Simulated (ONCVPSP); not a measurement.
palladium: one change to an ONCV potential, before and after

```json
{
  "Element": "Pd",
  "Generator": "ONCVPSP 4.0.1",
  "Type": "optimised norm-conserving Vanderbilt (ONCV)",
  "Functional": "PBE",
  "Relativity": "scalar-relativistic",
  "Frozen core": "[Ar] 3d10",
  "Valence charge": "18",
  "Reference configuration": "4s2 4p6 4d9 5s1",
  "Partial waves": "4s+5s: rc 1.60 bohr, ncon 3, nbas 6, qcut 6.7 1/bohr, 2 projectors; 4p: rc 1.00 bohr, ncon 3, nbas 6, qcut 9.3 1/bohr, 2 projectors, debl 2 Ha; 4d: rc 1.70 bohr, ncon 3, nbas 8, qcut 11 1/bohr, 2 projectors, debl 3 Ha; f scattering state at 0.24 Ha: rc 1.70 bohr, ncon 3, nbas 7, qcut 7.5 1/bohr, 3 projectors, debl 2.3 Ha",
  "Local potential": "polynomial inside 0.70 bohr (lpopt 5, dvloc0 4 Ha)",
  "Core correction": "Teter function, fcfact 3.5, rcfact 1.35"
}
```

In the p channel the program set the typed energies aside and used -2.002, 0.250 Ha.

Change: all radii but the core radius scaled by about 1.15 (s 1.84, p 1.16, d 1.96, f 1.96 bohr); local potential polynomial inside 0.80 bohr (lpopt 5, dvloc0 4 Ha).

Cutoffs: the cutoffs (Ha) at which the residual kinetic energy of the hardest occupied pseudo-wave falls to 1 and 0.1 mHa per electron; they do not see the model core or the augmentation charge, which bear on the density cutoff. Errors are all-electron minus pseudo energies relative to the spin-unpolarised reference configuration.

Q: What does the change do?

A: The potential gets softer (41 Ha and 103 Ha → 35 Ha and 44 Ha); the bound ghost in s disappears; the lowest positive-energy flag moves from none to s at 43.5 eV; of the 4 tests that both files solve, the error grows in 1 and shrinks in 1 by more than 15 % and 0.3 meV (median size 3.0 → 2.9 meV). A larger radius leaves more room for a smooth pseudo-wave, so fewer plane waves are needed.

```tsv
quantity	base	changed
cutoff, loose	41 Ha	35 Ha
cutoff, tight	103 Ha	44 Ha
loose cutoff by channel	s 16 Ha, p 41 Ha, d 30 Ha	s 8.7 Ha, p 35 Ha, d 27 Ha
bound ghosts	s	none
GHOST(+) flags under 300 eV	none	s at 43.5 eV
error for 4s2 4p6 4d10 5s0, meV [ΔE -1.50 eV]	-2.9	-2.3
error for 4s2 4p6 4d9 5s0, meV [ΔE 7.61 eV]	-2.1	-2.3
error for 4s2 4p6 4d8 5s0, meV [ΔE 28.43 eV]	-3.1	-3.4
error for 4s2 4p6 4d7 5s0, meV [ΔE 62.79 eV]	-3.4	+4.3
rms error of d²Exc/dni dnj with the model core, mHa	1.37	1.45
```

 A true bound ghost makes a file unfit for plane-wave use even where its test errors are small: the radial tests pick states by their node count and pass the ghost by.
